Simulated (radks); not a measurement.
All-electron atom: Cd35+ in [Ne] 3s2 3p1. All-electron calculation, Dirac Kohn-Sham, PBE, spin-unpolarised, spherical densities, finite nucleus; open shells are shared between the two j in proportion to 2j + 1; Fermi nuclear charge, rms radius 4.6087 fm. Program: a radial shooting solver on a logarithmic mesh with Libxc functionals.

Spin-orbit splittings of the eigenvalues, e(l+1/2) - e(l-1/2), with zeta = 2 splitting/(2l+1) and mean radii in bohr:

[
 {"shell": "2p", "occ.": "6", "splitting (eV)": "198.9", "zeta (eV)": "132.6", "<r> j=l-1/2": "0.1093", "<r> j=l+1/2": "0.1142"},
 {"shell": "3p", "occ.": "1", "splitting (eV)": "49.59", "zeta (eV)": "33.06", "<r> j=l-1/2": "0.2995", "<r> j=l+1/2": "0.3068"}
]
